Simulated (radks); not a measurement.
Problem. Cu IX, configuration [Ar] 3d3. All-electron calculation, non-relativistic Kohn-Sham, PBE, spin-unpolarised, spherical densities, point nucleus. Program: a radial shooting solver on a logarithmic mesh with Libxc functionals. Some entries of the table are withheld. Estimate them.

| orbital | occ. | eigenvalue (Ry) | r(max) (bohr) | <r^2> (bohr^2) |
|---|---|---|---|---|
| 1s | 2 | -657.4512 | (1) | (2) |
| 2s | 2 | -91.39344 | 0.1998 | 0.06693 |
| 2p | 6 | (3) | 0.1596 | 0.05277 |
| 3s | 2 | -21.46465 | (4) | 0.5173 |
| 3p | 6 | (5) | 0.5958 | 0.5336 |
| 3d | 3 | (6) | 0.5289 | 0.5361 |

Solution. 
(1) 1s r(max) (bohr): 0.03489
(2) 1s <r^2> (bohr^2): 0.003752
(3) 2p eigenvalue (Ry): -81.95364
(4) 3s r(max) (bohr): 0.6025
(5) 3p eigenvalue (Ry): -18.43637
(6) 3d eigenvalue (Ry): -13.35042
